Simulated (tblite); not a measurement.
C7H13OP.
Geometry (GFN2-xTB, Å), atoms numbered from 1 in this order:
```xyz
22
C7H13OP angstrom
C      2.9315    1.0472    0.2849
C      2.0240    0.3139   -0.3339
C      0.7168   -0.0775    0.2540
C      0.4342   -1.5820    0.2207
C     -1.0686   -1.7610    0.4282
C     -1.7611   -0.8856   -0.6103
P     -0.6774    0.6021   -0.7836
C     -1.4375    1.9663    0.1775
O     -0.3464    0.9716   -2.1643
H      2.7865    1.3990    1.2942
H      3.8575    1.3253   -0.1876
H      2.1851   -0.0227   -1.3494
H      0.6301    0.2978    1.2778
H      1.0134   -2.1104    0.9798
H      0.7107   -1.9742   -0.7615
H     -1.3362   -1.4299    1.4343
H     -1.3602   -2.8074    0.3276
H     -1.7779   -1.3692   -1.5895
H     -2.7834   -0.6276   -0.3359
H     -2.3129    2.3088   -0.3715
H     -1.7207    1.6535    1.1779
H     -0.7178    2.7813    0.2288
```

All values are computed: GFN2-xTB (tblite) harmonic vibrations without scaling, gas phase. Against measured fundamentals such values can be off by several per cent, at times by over 20. One conformer, not necessarily the lowest.

Harmonic wavenumbers (cm⁻¹): 44.2, 52.3, 147.1, 164.6, 188.1, 209.8, 255.6, 292.1, 325.6, 353.1, 388.4, 471.7, 502.5, 605.7, 681.6, 716.5, 746.6, 786.9, 840.2, 852.2, 887.6, 894.5, 933.1, 964.2, 970.2, 1013.1, 1023.2, 1074.1, 1096.0, 1122.9, 1159.6, 1185.8, 1213.5, 1233.7, 1256.0, 1273.0, 1293.7, 1306.8, 1317.1, 1325.1, 1418.0, 1422.5, 1437.0, 1439.1, 1476.7, 1491.3, 1708.9, 2931.5, 2961.1, 2965.1, 2976.4, 2983.0, 2988.4, 2991.6, 3006.8, 3008.9, 3036.0, 3064.8, 3092.4, 3129.2.

A = 1753, B = 1280, C = 956.5 MHz; mass 144.070 u (most abundant isotopes); point group C1, symmetry number 1.

Q: Zero-point energy?

A: Half the sum of the wavenumbers: 40348 cm⁻¹ = 115.36 kcal/mol.

Q: What is S at 400 K and 1 bar for an ideal gas of classical rigid rotors and harmonic oscillators?

A: Translation 42.29, rotation 30.27, vibration 42.13: S = 114.7 cal/(mol K).

Q: And Cp and H(400 K) − H(0)?

A: Cp = 53.53 cal/(mol K), of which vibrations give 45.58 (their classical limit is 60 R = 119.2); H(400 K) − H(0) = 12.09 kcal/mol without the zero-point energy, 8.92 from vibrations.

Q: What must be added to the electronic energy to get the Gibbs energy at 400 K and 1 bar?

A: ZPE + [H(400 K) − H(0)] − T·S = 115.36 + 12.09 − 45.88 = 81.57 kcal/mol.

Q: How do the functions run with temperature in this model?

A: 
```csv
T (K),S (cal/(mol K)),Cp (cal/(mol K)),H − H(0) (kcal/mol),G − H(0) (kcal/mol),ln q(vib)
50,59.4,12.8,0.50,-2.46,0.61
100,70.2,19.0,1.30,-5.72,1.80
298.15,100.8,41.5,7.25,-22.80,7.15
373.15,111.1,50.5,10.70,-30.75,9.23
500,127.8,63.7,17.97,-45.91,12.80
750,157.4,82.2,36.40,-81.65,19.75
1000,182.8,94.2,58.55,-124.25,26.35
```

q(vib) and H(0) count from the zero-point level.

Q: Which modes carry the vibrational entropy at 400 K?

A: 44.2 cm⁻¹: 5.64; 52.3 cm⁻¹: 5.31; 147.1 cm⁻¹: 3.28; 164.6 cm⁻¹: 3.06; 188.1 cm⁻¹: 2.80; 209.8 cm⁻¹: 2.59 cal/(mol K); the other 54 give 19.45 together.

Q: Blend soft modes into free rotors: weight 1/[1 + (100 cm⁻¹/ν̃)⁴] for the oscillator and the rest for a rotor with moment μB/(μ + B), μ = h/(8π²ν), B = 10⁻⁴⁴ kg m². What vibrational entropy results?

A: 38.93 cal/(mol K) in place of 42.13, which changes −T·S at 400 K by +1.28 kcal/mol.

Hindered rotation and anharmonicity are outside this model. Other conformers, if any are populated, would add a mixing term that is left out. The structure is chiral; the term R ln 2 for an equal mix with its mirror image is left out.
